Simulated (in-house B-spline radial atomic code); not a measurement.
A run on an ion of nuclear charge 65 with 65.5 electrons that did not converge. Method: scalar-relativistic (X2C) LDA exchange-only, spin-polarised, spherical fractional occupations, Fermi nucleus of rms radius 5.06 fm; computed with an all-electron radial atomic-structure program (B-spline basis).

Command:
```bash
python run_scf.py task.json out
```
Settings (nuclear radius in fm, mass in u):
```
Z                65
configuration    [Xe] 4f9.5 6s2
hamiltonian      x2c
method           lda,
spin_polarised   True
nucleus          fermi
rms_radius       5.06
atomic_mass      158.92535
speed_of_light   137.035999084
```

First and last ten iterations of the last attempt (damped for 15 steps, keeping 80 % of the old Fock matrix, then DIIS):
```
 iter        energy (Eh)    residual
    1      -11649.497348    7.07e-01
    2      -11648.071129    1.33e+00
    3      -11670.875425    8.29e-01
    4      -11683.047496    4.97e-01
    5      -11689.013759    3.07e-01
    6      -11691.672567    1.97e-01
    7      -11692.754442    1.16e-01
    8      -11693.176624    7.28e-02
    9      -11693.354228    5.26e-02
   10      -11693.442271    3.81e-02
  111      -11691.582682    1.30e-01
  112      -11693.431696    3.98e-02
  113      -11651.175186    5.55e-01
  114      -11651.151379    5.56e-01
  115      -11651.118993    5.56e-01
  116      -11651.219306    5.55e-01
  117      -11693.433502    3.92e-02
  118      -11691.822063    1.18e-01
  119      -11693.431996    4.14e-02
  120      -11691.920897    1.13e-01
 not converged after 120 iterations
```

The smallest residual met was 2.7e-02; the threshold is about 6e-07. No energy from this run should be used. The likely cause: this method binds the added charge weakly or not at all at the basis-set limit, so charge moves back and forth between the atom and the box. Run time, properties included: 2.6 s on 1 thread of Arm Neoverse V2, with other jobs on the host.
